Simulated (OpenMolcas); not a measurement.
## Exact exchange and the dipole moment of CH7NSn

CH7NSn: 10 atoms, total charge 0, spin state singlet. As SMILES, `C[NH][SnH3]`. The shape is that of a PBE0-D4/def2-TZVP optimisation.

The dipole moment y, in D, basis def2-SVP with a core potential; a is the functional's share of exact exchange. Programs: OpenMolcas 26.06.

```
functional     program     a  y (D)
    r2SCAN  OpenMolcas     0   0.82
      TPSS  OpenMolcas     0   0.83
     B3LYP  OpenMolcas   0.2      ?
      PBE0  OpenMolcas  0.25   0.84
     BHLYP  OpenMolcas   0.5   0.86
```

Q: Fit y = c + s·a to the known rows and predict B3LYP.

A: 
1. Means of the 4 rows: a = 0.1875, y = 0.837.
2. Σ(Δa)² = 0.17188, Σ(Δa·Δy) = 0.011875, so the slope is 0.011875/0.17188 = 0.069089.
3. Intercept: 0.837 − (0.069089) × 0.1875 = 0.824. The largest residual of the fit is 0.006.
4. B3LYP: 0.824 + (0.069089) × 0.2 = 0.84 D.

The run gave 0.82 D, so the prediction is off by +0.02 D, more than the largest residual. More exact exchange makes the molecule more polar here.
